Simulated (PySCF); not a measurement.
C3H4BFO, SMILES OB1C=C[C@H]1F.

Geometry: PBE0-D3(BJ)/def2-SVP. The structure was generated by enumeration; whether it is a known compound was not checked. The values are those of a single conformer.

Two levels are set side by side: PBE/def2-TZVP (PySCF) and CAM-B3LYP/def2-TZVP (PySCF). Same geometry, gas phase. Differences are taken from unrounded values.

| quantity | CAM-B3LYP |
|---|---|
| orbital gap (eV) | 9.67 |
| highest occupied level (eV) | -9.36 |
| lowest empty level (eV) | 0.32 |
| dipole moment (D) | 1.08 |
| mean polarisability (bohr³) | 48.8 |

Task: What does PBE give, and how far is it from CAM-B3LYP? (Estimate from the structure and the level; the computed values follow.)

Result: 
```json
[
 {"quantity": "orbital gap (eV)", "PBE": "4.65", "PBE minus CAM-B3LYP": "-5.02"},
 {"quantity": "highest occupied level (eV)", "PBE": "-6.51", "PBE minus CAM-B3LYP": "2.84"},
 {"quantity": "lowest empty level (eV)", "PBE": "-1.86", "PBE minus CAM-B3LYP": "-2.18"},
 {"quantity": "dipole moment (D)", "PBE": "0.88", "PBE minus CAM-B3LYP": "-0.20"},
 {"quantity": "mean polarisability (bohr³)", "PBE": "51.1", "PBE minus CAM-B3LYP": "2.3"}
]
```

PBE's occupied levels lie high since its potential decays too fast outside the molecule; exact exchange lowers them and widens the gap. PBE's more diffuse valence density responds more strongly to a field. Differences between two approximate levels are no errors against the true value.

Rough cost on one machine, each run with all the roots and properties that it gave: CAM-B3LYP against PBE within a factor of 2.
